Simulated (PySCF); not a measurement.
C₆H₄N₂O₂, SMILES c1coc(-c2nnco2)c1. Atoms are numbered in the order given.

```xyz
14

C     -0.6571    -2.8345     0.0000
C      0.7040    -2.7168     0.0000
O      1.0690    -1.4247     0.0000
C     -0.0593    -0.6877     0.0000
C      0.0746     0.7447     0.0000
N      1.1463     1.4760     0.0000
N      0.7196     2.7804     0.0000
C     -0.5667     2.7462     0.0000
O     -1.0532     1.4897     0.0000
C     -1.1623    -1.5034     0.0000
H     -1.2288    -3.7595     0.0000
H      1.5140    -3.4413     0.0000
H     -1.2713     3.5742     0.0000
H     -2.2001    -1.1794     0.0000
```

The structure is a stationary point at PBE0-D3(BJ)/def2-SVP. One conformer was computed; it need not be the lowest.

All values below come from PBE0-D3(BJ)/def2-SVP (PySCF 2.14.0).

Frequencies are harmonic and unscaled.

```json
[
 {"mode": "1", "ν (cm⁻¹)": "73", "IR (km/mol)": "2.3", "moving atoms (share of kinetic energy)": "O 36 %, C 28 %, N 26 %, H 10 %"},
 {"mode": "2", "ν (cm⁻¹)": "128", "IR (km/mol)": "1.2", "moving atoms (share of kinetic energy)": "C 68 %, N 15 %, H 11 %"},
 {"mode": "3", "ν (cm⁻¹)": "145", "IR (km/mol)": "1.9", "moving atoms (share of kinetic energy)": "C 49 %, N 20 %, O 20 %, H 10 %"},
 {"mode": "4", "ν (cm⁻¹)": "343", "IR (km/mol)": "0.1", "moving atoms (share of kinetic energy)": "C 46 %, O 28 %, N 18 %"},
 {"mode": "5", "ν (cm⁻¹)": "407", "IR (km/mol)": "0.1", "moving atoms (share of kinetic energy)": "C 47 %, O 29 %, N 20 %"},
 {"mode": "6", "ν (cm⁻¹)": "472", "IR (km/mol)": "3.0", "moving atoms (share of kinetic energy)": "C 40 %, O 31 %, N 21 %"},
 {"mode": "7", "ν (cm⁻¹)": "616", "IR (km/mol)": "10.1", "moving atoms (share of kinetic energy)": "C 59 %, H 31 %, O 10 %"},
 {"mode": "8", "ν (cm⁻¹)": "668", "IR (km/mol)": "16.1", "moving atoms (share of kinetic energy)": "C 32 %, N 28 %, H 22 %, O 18 %"},
 {"mode": "9", "ν (cm⁻¹)": "686", "IR (km/mol)": "0.4", "moving atoms (share of kinetic energy)": "C 48 %, N 28 %, O 16 %, H 9 %"},
 {"mode": "10", "ν (cm⁻¹)": "767", "IR (km/mol)": "24.1", "moving atoms (share of kinetic energy)": "C 62 %, H 15 %, N 13 %, O 10 %"},
 {"mode": "11", "ν (cm⁻¹)": "775", "IR (km/mol)": "44.7", "moving atoms (share of kinetic energy)": "H 76 %, C 22 %"},
 {"mode": "12", "ν (cm⁻¹)": "845", "IR (km/mol)": "3.4", "moving atoms (share of kinetic energy)": "H 65 %, C 31 %"},
 {"mode": "13", "ν (cm⁻¹)": "858", "IR (km/mol)": "8.0", "moving atoms (share of kinetic energy)": "H 65 %, C 33 %"},
 {"mode": "14", "ν (cm⁻¹)": "907", "IR (km/mol)": "2.7", "moving atoms (share of kinetic energy)": "C 78 %, O 12 %, H 9 %"},
 {"mode": "15", "ν (cm⁻¹)": "916", "IR (km/mol)": "0.6", "moving atoms (share of kinetic energy)": "H 70 %, C 30 %"},
 {"mode": "16", "ν (cm⁻¹)": "930", "IR (km/mol)": "20.6", "moving atoms (share of kinetic energy)": "C 42 %, O 34 %, H 15 %, N 9 %"},
 {"mode": "17", "ν (cm⁻¹)": "992", "IR (km/mol)": "4.1", "moving atoms (share of kinetic energy)": "N 55 %, C 24 %, O 16 %"},
 {"mode": "18", "ν (cm⁻¹)": "1008", "IR (km/mol)": "9.7", "moving atoms (share of kinetic energy)": "O 52 %, N 19 %, H 16 %, C 14 %"},
 {"mode": "19", "ν (cm⁻¹)": "1031", "IR (km/mol)": "43.8", "moving atoms (share of kinetic energy)": "H 76 %, C 13 %, O 10 %"},
 {"mode": "20", "ν (cm⁻¹)": "1097", "IR (km/mol)": "5.9", "moving atoms (share of kinetic energy)": "N 66 %, H 21 %, C 9 %"},
 {"mode": "21", "ν (cm⁻¹)": "1117", "IR (km/mol)": "4.9", "moving atoms (share of kinetic energy)": "H 49 %, C 24 %, N 20 %"},
 {"mode": "22", "ν (cm⁻¹)": "1167", "IR (km/mol)": "26.0", "moving atoms (share of kinetic energy)": "C 50 %, H 27 %, O 23 %"},
 {"mode": "23", "ν (cm⁻¹)": "1178", "IR (km/mol)": "41.7", "moving atoms (share of kinetic energy)": "C 56 %, O 36 %"},
 {"mode": "24", "ν (cm⁻¹)": "1223", "IR (km/mol)": "2.3", "moving atoms (share of kinetic energy)": "H 60 %, C 22 %, O 15 %"},
 {"mode": "25", "ν (cm⁻¹)": "1269", "IR (km/mol)": "0.1", "moving atoms (share of kinetic energy)": "H 41 %, C 34 %, N 17 %, O 9 %"},
 {"mode": "26", "ν (cm⁻¹)": "1301", "IR (km/mol)": "9.1", "moving atoms (share of kinetic energy)": "C 43 %, O 26 %, H 22 %, N 9 %"},
 {"mode": "27", "ν (cm⁻¹)": "1407", "IR (km/mol)": "0.4", "moving atoms (share of kinetic energy)": "C 76 %, H 14 %"},
 {"mode": "28", "ν (cm⁻¹)": "1481", "IR (km/mol)": "2.8", "moving atoms (share of kinetic energy)": "C 76 %, H 14 %"},
 {"mode": "29", "ν (cm⁻¹)": "1519", "IR (km/mol)": "39.6", "moving atoms (share of kinetic energy)": "C 79 %, N 14 %"},
 {"mode": "30", "ν (cm⁻¹)": "1593", "IR (km/mol)": "52.4", "moving atoms (share of kinetic energy)": "C 71 %, N 19 %, H 9 %"},
 {"mode": "31", "ν (cm⁻¹)": "1596", "IR (km/mol)": "18.3", "moving atoms (share of kinetic energy)": "C 66 %, N 23 %, H 9 %"},
 {"mode": "32", "ν (cm⁻¹)": "1725", "IR (km/mol)": "74.5", "moving atoms (share of kinetic energy)": "C 92 %"},
 {"mode": "33", "ν (cm⁻¹)": "3282", "IR (km/mol)": "1.1", "moving atoms (share of kinetic energy)": "H 92 %, C 8 %"},
 {"mode": "34", "ν (cm⁻¹)": "3295", "IR (km/mol)": "2.9", "moving atoms (share of kinetic energy)": "H 91 %, C 9 %"},
 {"mode": "35", "ν (cm⁻¹)": "3311", "IR (km/mol)": "1.5", "moving atoms (share of kinetic energy)": "H 90 %, C 10 %"},
 {"mode": "36", "ν (cm⁻¹)": "3316", "IR (km/mol)": "5.0", "moving atoms (share of kinetic energy)": "H 91 %, C 9 %"}
]
```
